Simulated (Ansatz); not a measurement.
Worked example: SnH3Br + GeH2Br → SnH3 + GeH2Br2

Species: SnH3Br `[Br][SnH3]`, singlet; GeH2Br `[GeH2][Br]`, doublet; SnH3 `[SnH3]`, doublet; GeH2Br2 `[Br][GeH2][Br]`, singlet. A radical takes Br: the energy is the difference in strength between the Sn–Br bond broken and the Ge–Br bond made.

Shapes, held fixed at every level: PBE0-D4/def2-TZVP. Programs: Ansatz 0.2.0. The zero-point and thermal change to 298 K, harmonic and unscaled (PBE0-D4/def2-TZVP), is -0.3 kJ/mol.

At CCSD(T)/def2-TZVPP; 1 Eh = 2625.50 kJ/mol:

```
species   energy (Eh)
 SnH3Br  -2788.186363
 GeH2Br  -4649.503233
   SnH3   -215.393642
GeH2Br2  -7222.301184
```

**Question.** Work out ΔH(298 K) of the reaction at this level.

**Answer.** 
1. Products less reactants: (-215.393642) + (-7222.301184) − [(-2788.186363) + (-4649.503233)] = -0.005230 Eh = -13.7 kJ/mol.
2. With the thermal change: -13.7 + (-0.3) = -14.0 kJ/mol.

Other levels give -11.9 (CCSD(T)/def2-SVP) to -1.8 kJ/mol (HF/def2-TZVPP). No measured value is set beside it here. Open shells run unrestricted unless RO is named. For atoms past krypton def2 sets carry core potentials with scalar relativity. Relativity is left out for Br, Ge unless named. Correlated rows may include outer-core shells of Br, Ge, Sn, which these sets cover unevenly.
